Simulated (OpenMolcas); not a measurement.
Ionisation energies of neodymium

| Item | Value |
| --- | --- |
| Program | OpenMolcas 26.06 |
| Basis | ANO-RCC-VTZP [8s7p5d3f2g1h] |
| Scalar Hamiltonian | DKH2, point nucleus |
| Spin-orbit coupling | RASSI with atomic mean-field integrals over the reference wave functions, term energies averaged over their components |

Active shells in each charge state: the valence f shell, with orbitals averaged over the low states. Where CASPT2's correlated closed shells are named, they are those of the first ion.

A. CASSCF
B. SS-CASPT2, IPEA 0.25 Eh, imaginary shift 0.1 Eh (closed shells correlated: 5s 5p)
C. SS-CASPT2, IPEA 0.25 Eh, imaginary shift 0.1 Eh (closed shells correlated: 4d 5s 5p)
D. SS-CASPT2, IPEA 0 Eh, imaginary shift 0.1 Eh (closed shells correlated: 5s 5p)

Energies in eV between the lowest computed levels, named as in B; reference values from the NIST Atomic Spectra Database with their kind.

```csv
From,To,A,B,C,D,Spin-orbit share in B,Reference
Nd2+ 4f⁴ ⁵I₄,Nd3+ 4f³ ⁴I°_9/2,19.811,22.010,22.166,22.178,-0.057,22.090 (semi-empirical)
Nd3+ 4f³ ⁴I°_9/2,Nd4+ 4f² ³H₄,39.101,40.386,40.429,40.464,+0.032,40.600 (semi-empirical)
```

The lowest level within the active space need not be the ion's true ground level.

° marks odd parity.
